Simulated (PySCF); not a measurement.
A structure optimised at PBE0-D3(BJ)/def2-SVP, used in a PySCF frequency run:

```xyz
12

C      2.2072    -0.7543     0.3199
C      1.3167     0.1523    -0.4744
O      1.7131     0.9458    -1.2929
Ge    -0.6508     0.0668    -0.1316
O     -1.1104     1.1021     1.2428
O     -0.9557    -1.5895     0.4242
H      1.8491    -1.7927     0.2412
H      3.2496    -0.6634    -0.0160
H      2.1289    -0.4828     1.3862
H     -1.4786     0.4646    -1.3714
H     -1.4696     1.9545     0.9752
H     -1.7719    -1.6723     0.9298
```

Problem. Write its SMILES and formula.

Solution. C[C](=O)[GeH]([OH])[OH], C2H6GeO3

Problem. What are its rotational constants (standard atomic weights)?

Solution. 3.6213, 1.8089, 1.5293 GHz
